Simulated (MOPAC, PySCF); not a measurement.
C6H5F3OSi, SMILES `O=CC1=CC(C(F)(F)F)=C[SiH2]1` (O–C–C–Si torsion 0°), neutral singlet in the gas phase. 

Z-matrix (Å, degrees):
```
C
C 1 1.3575
H 1 1.0959 2 123.50
C 2 1.4645 1 124.15 3 0.01
O 4 1.2132 2 123.46 1 -179.99
H 4 1.1216 5 120.92 2 -179.94
C 1 1.4800 3 120.35 2 180.00
C 7 1.3530 1 117.09 3 -180.00
H 8 1.0913 7 121.25 1 -180.00
C 7 1.5061 8 124.42 9 0.00
F 10 1.3377 7 112.47 8 0.02
F 10 1.3465 11 107.86 7 122.44
F 10 1.3465 11 107.86 12 115.12
Si 2 1.8861 1 108.17 3 180.00
H 14 1.4870 2 114.35 1 -115.64
H 14 1.4870 15 110.44 8 -127.20
```
Charge 0, multiplicity 1.

All levels are single points at this geometry (B3LYP-D3(BJ)/def2-SVP); Pople sets use spherical d functions. Orbital energies aren't observables, and empty levels follow the basis.

PBE/6-31G* in PySCF gives HOMO (eV) = -5.74.

### Question
Estimate the HOMO (eV) from each of these levels: B3LYP-D3(BJ)/def2-TZVP in PySCF; B3LYP/6-31G* in PySCF; HF/STO-3G in PySCF; AM1 in MOPAC; PM7 in MOPAC.

### Answer

| level | HOMO (eV) |
|---|---|
| B3LYP-D3(BJ)/def2-TZVP in PySCF | -7.52 |
| B3LYP/6-31G* in PySCF | -7.17 |
| HF/STO-3G in PySCF | -7.21 |
| AM1 in MOPAC | -10.32 |
| PM7 in MOPAC | -10.42 |
